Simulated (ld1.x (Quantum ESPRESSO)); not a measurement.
## Scattering properties, TM potential for Zn

- Element: Zn (Z = 30)
- Generator: ld1.x (Quantum ESPRESSO) 7.5
- Type: norm-conserving Troullier–Martins (Kleinman–Bylander form)
- Functional: BP86
- Relativity: scalar-relativistic
- Frozen core: [Ar]
- Valence charge: 12
- Reference configuration: 3d10 4s2 4p0
- Partial waves: 4p (bound, empty): rc 2.95 bohr; 3d (bound): rc 1.05 bohr; 4s (bound): rc 1.60 bohr
- Local potential: the s channel
- Core correction: a·sin(br)/r model core inside 1.04 bohr

The phase is arctan(r·u′/u) with u = r·R(r), unwrapped; energies in Ry, scanned from -3 to 5 Ry. A pole is an energy at which the radial function vanishes at the test radius. The pseudo phase is shifted by a multiple of π to meet the all-electron one at the reference energy, and phase errors are pseudo minus all-electron; the curves can meet again beyond the range given. Levels narrower than the energy grid can be missing from the lists of poles.

| channel | radius (bohr) | reference energy (Ry) | poles, all-electron | poles, pseudo | unbroken range about the reference energy with phases within 0.05 rad | phase error 1 Ry above the reference energy (rad) |
| --- | --- | --- | --- | --- | --- | --- |
| s | 3.21 | -0.45 | 0.10, 4.67 | 0.10, 4.21 | below 1.6 | -0.003 |
| p | 3.21 | -0.09 | 0.91 | 0.91 | the whole range | -0.001 |
| d | 3.21 | -0.76 | -0.74, 2.39 | -0.74, 2.68 | below 0.5 | +0.018 |

Phases in the d channel:

```tsv
E (Ry)	all-electron	pseudo
-3.00	1.397	1.397
-2.76	1.390	1.390
-2.52	1.382	1.382
-2.28	1.373	1.373
-2.04	1.363	1.363
-1.80	1.350	1.350
-1.56	1.335	1.335
-1.32	1.314	1.315
-1.08	1.282	1.283
-0.84	1.152	1.154
-0.60	-1.822	-1.821
-0.36	-1.895	-1.892
-0.12	-1.960	-1.954
0.12	-2.051	-2.039
0.36	-2.205	-2.177
0.60	-2.515	-2.439
0.84	-3.174	-2.988
1.08	-3.915	-3.735
1.32	-4.291	-4.185
1.56	-4.471	-4.401
1.80	-4.574	-4.519
2.04	-4.642	-4.595
2.28	-4.693	-4.648
2.52	-4.735	-4.689
2.76	-4.773	-4.723
3.00	-4.812	-4.753
3.24	-4.854	-4.782
3.48	-4.907	-4.812
3.72	-4.981	-4.845
3.96	-5.102	-4.883
4.20	-5.350	-4.933
4.44	-5.992	-5.002
4.68	-6.939	-5.111
4.92	-7.371	-5.317
```
